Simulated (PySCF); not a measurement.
C₃H₅ (SMILES [CH-]=CC), charge -1, singlet, at a GFN2-xTB geometry (in this run its highest filled SCF level lies above zero, so its values depend strongly on the basis, on diffuse functions most of all); PySCF with SVWN5/3-21G.

The PySCF input:
```python
from pyscf import gto, scf, dft

mol = gto.M(
    atom='''
C     1.35805982    0.02312035   -0.00323503
C     0.09892564    0.45870450   -0.01716080
H     2.08097321    0.91930036   -0.03769013
H    -0.29397552    1.52858289   -0.05609412
C    -1.06691089   -0.50759766    0.02066702
H    -0.69797393   -1.53441177    0.05804749
H    -1.71318980   -0.34673546    0.89954519
H    -1.71628136   -0.41209920   -0.86543564
''',
    basis='3-21g',
    charge=-1,
    verbose=4,
)

mf = dft.RKS(mol)
mf.xc = 'lda,vwn'
mf.kernel()
mf.analyze()
```

What the program printed (banner, timings and long lists left out):

```
PySCF version 2.14.0

[INPUT] verbose = 4
[INPUT] num. atoms = 8
[INPUT] num. electrons = 24
[INPUT] charge = -1
[INPUT] spin (= nelec alpha-beta = 2S) = 0
[INPUT] symmetry False subgroup None
[INPUT] Mole.unit = angstrom
[INPUT] Symbol           X                Y                Z      unit          X                Y                Z       unit  Magmom
[INPUT]  1 C      1.358059820000   0.023120350000  -0.003235030000 AA    2.566361120576   0.043691129404  -0.006113320705 Bohr   0.0
[INPUT]  2 C      0.098925640000   0.458704500000  -0.017160800000 AA    0.186942366297   0.866825877106  -0.032429212078 Bohr   0.0
[INPUT]  3 H      2.080973210000   0.919300360000  -0.037690130000 AA    3.932469439457   1.737225906614  -0.071224023299 Bohr   0.0
[INPUT]  4 H     -0.293975520000   1.528582890000  -0.056094120000 AA   -0.555533220127   2.888603020796  -0.106002523998 Bohr   0.0
[INPUT]  5 C     -1.066910890000  -0.507597660000   0.020667020000 AA   -2.016169381416  -0.959220558870   0.039055007611 Bohr   0.0
[INPUT]  6 H     -0.697973930000  -1.534411770000   0.058047490000 AA   -1.318979569786  -2.899618007609   0.109693858318 Bohr   0.0
[INPUT]  7 H     -1.713189800000  -0.346735460000   0.899545190000 AA   -3.237459521398  -0.655235057075   1.699894045770 Bohr   0.0
[INPUT]  8 H     -1.716281360000  -0.412099200000  -0.865435640000 AA   -3.243301723096  -0.778754624152  -1.635436338038 Bohr   0.0

nuclear repulsion = 63.7979520947522
number of shells = 25
number of NR pGTOs = 60
number of NR cGTOs = 37
basis = 3-21g
ecp = {}

******** <class 'pyscf.dft.rks.RKS'> ********
method = RKS
initial guess = minao
damping factor = 0
level_shift factor = 0
DIIS = <class 'pyscf.scf.diis.CDIIS'>
diis_start_cycle = 1
diis_space = 8
diis_damp = 0
SCF conv_tol = 1e-09
SCF conv_tol_grad = None
SCF max_cycles = 50
direct_scf = True
direct_scf_tol = 1e-13
XC library pyscf.dft.libxc version 7.1.2
    S. Lehtola, C. Steigemann, M. J. T. Oliveira, and M. A. L. Marques,  SoftwareX 7, 1–5 (2018)
XC functionals = lda,vwn
    P. A. M. Dirac,  Math. Proc. Cambridge Philos. Soc. 26, 376 (1930)
    F. Bloch,  Z. Phys. 57, 545 (1929)
    S. H. Vosko, L. Wilk, and M. Nusair,  Can. J. Phys. 58, 1200 (1980)
radial grids:
    Treutler-Ahlrichs [JCP 102, 346 (1995); DOI:10.1063/1.469408] (M4) radial grids

becke partition: Becke, JCP 88, 2547 (1988); DOI:10.1063/1.454033
pruning grids: <function nwchem_prune>
grids dens level: 3
symmetrized grids: False
atomic radii adjust function: <function treutler_atomic_radii_adjust>
small_rho_cutoff = 0
Set gradient conv threshold to 3.16228e-05
Initial guess from minao.
tot grids = 91400
init E= -115.390893951919
  HOMO = -0.240187824086434  LUMO = -0.0691561710867448  gap/eV = 4.65401
cycle= 1 E= -115.303718186425  delta_E= 0.0872  |g|= 0.659  |ddm|= 2.69
  HOMO = 0.292335939449156  LUMO = 0.340069354062215  gap/eV = 1.29889
cycle= 2 E= -114.937327716327  delta_E= 0.366  |g|= 1.18  |ddm|= 6.65
  HOMO = 0.116627960842753  LUMO = 0.275822024948189  gap/eV = 4.33189
cycle= 3 E= -115.396491966792  delta_E= -0.459  |g|= 0.38  |ddm|= 6.09
  HOMO = 0.135773444812995  LUMO = 0.269270003203392  gap/eV = 3.63263
cycle= 4 E= -115.439337123086  delta_E= -0.0428  |g|= 0.0857  |ddm|= 0.645
  HOMO = 0.143610781332783  LUMO = 0.274921970058146  gap/eV = 3.57316
cycle= 5 E= -115.441050815742  delta_E= -0.00171  |g|= 0.0274  |ddm|= 0.195
  HOMO = 0.141437803209472  LUMO = 0.273238783184986  gap/eV = 3.58649
cycle= 6 E= -115.441281246978  delta_E= -0.00023  |g|= 0.008  |ddm|= 0.0675
  HOMO = 0.141159911860636  LUMO = 0.273416811231584  gap/eV = 3.59889
cycle= 7 E= -115.441300374019  delta_E= -1.91e-05  |g|= 0.000908  |ddm|= 0.0168
  HOMO = 0.141016401660137  LUMO = 0.273301309954558  gap/eV = 3.59966
cycle= 8 E= -115.441300695088  delta_E= -3.21e-07  |g|= 0.000101  |ddm|= 0.00322
  HOMO = 0.141006677570055  LUMO = 0.273290913876138  gap/eV = 3.59964
cycle= 9 E= -115.441300699363  delta_E= -4.28e-09  |g|= 8.91e-06  |ddm|= 0.000353
  HOMO = 0.141007699056724  LUMO = 0.273291383382036  gap/eV = 3.59962
cycle= 10 E= -115.441300699391  delta_E= -2.8e-11  |g|= 4.89e-06  |ddm|= 5.62e-05
  HOMO = 0.141006637952082  LUMO = 0.27329108942697  gap/eV = 3.59964
Extra cycle  E= -115.441300699361  delta_E= 2.98e-11  |g|= 1.13e-05  |ddm|= 4.02e-05
converged SCF energy = -115.441300699361
**** SCF Summaries ****
Total Energy =                        -115.441300699361165
Nuclear Repulsion Energy =              63.797952094752169
One-electron Energy =                 -287.523520182725917
Two-electron Energy =                  108.284267388612591
Two-electron Coulomb Energy =          125.407795574532742
DFT Exchange-Correlation Energy =      -17.123528185920144
HOMO-LUMO gap [eV] =                     3.599643273527148
**** MO energy ****
MO #1   energy= -9.49214075433427  occ= 2
MO #2   energy= -9.45005736759551  occ= 2
MO #3   energy= -9.39153129467732  occ= 2
MO #4   energy= -0.453858866675972 occ= 2
MO #5   energy= -0.352682608006522 occ= 2
MO #6   energy= -0.213084166414546 occ= 2
MO #7   energy= -0.164091954845832 occ= 2
MO #8   energy= -0.153077793733461 occ= 2
MO #9   energy= -0.0883821864184262 occ= 2
MO #10  energy= -0.0479314730879845 occ= 2
MO #11  energy= 0.0497726806511802 occ= 2
MO #12  energy= 0.141006637952082  occ= 2
MO #13  energy= 0.27329108942697   occ= 0
MO #14  energy= 0.299961672750134  occ= 0
MO #15  energy= 0.336001036636967  occ= 0
MO #16  energy= 0.350881295027039  occ= 0
MO #17  energy= 0.355201683060694  occ= 0
MO #18  energy= 0.398380611946451  occ= 0
MO #19  energy= 0.470341973589026  occ= 0
MO #20  energy= 0.6384481075224    occ= 0
 ** Mulliken pop on meta-lowdin orthogonal AOs  **
 ** Mulliken pop  **
pop of  0 C 1s            1.99933
pop of  0 C 2s            1.35517
pop of  0 C 3s            0.01335
pop of  0 C 2px           1.04007
pop of  0 C 2py           1.36991
pop of  0 C 2pz           0.80568
pop of  0 C 3px           0.01163
pop of  0 C 3py           0.00896
pop of  0 C 3pz           0.00105
pop of  1 C 1s            1.99928
pop of  1 C 2s            0.98151
pop of  1 C 3s            0.00141
pop of  1 C 2px           1.04413
pop of  1 C 2py           1.00804
pop of  1 C 2pz           1.17576
pop of  1 C 3px           0.00610
pop of  1 C 3py           0.00726
pop of  1 C 3pz           0.00468
pop of  2 H 1s            1.00730
pop of  2 H 2s            0.00335
pop of  3 H 1s            1.01375
pop of  3 H 2s            0.00913
pop of  4 C 1s            1.99921
pop of  4 C 2s            1.02873
pop of  4 C 3s            0.00178
pop of  4 C 2px           1.09669
pop of  4 C 2py           1.11957
pop of  4 C 2pz           1.07962
pop of  4 C 3px           0.00236
pop of  4 C 3py           0.00150
pop of  4 C 3pz           0.00259
pop of  5 H 1s            0.90264
pop of  5 H 2s            0.01305
pop of  6 H 1s            0.93583
pop of  6 H 2s            0.00687
pop of  7 H 1s            0.93583
pop of  7 H 2s            0.00687
 ** Mulliken atomic charges  **
charge of    0C =     -0.60515
charge of    1C =     -0.22818
charge of    2H =     -0.01065
charge of    3H =     -0.02288
charge of    4C =     -0.33206
charge of    5H =      0.08431
charge of    6H =      0.05730
charge of    7H =      0.05730

WARN: System has nonzero charge -1; the dipole moment is origin-dependent.
Location of origin: [0. 0. 0.]

Dipole moment(X, Y, Z, Debye): -3.91323,  0.34193, -0.00581
```
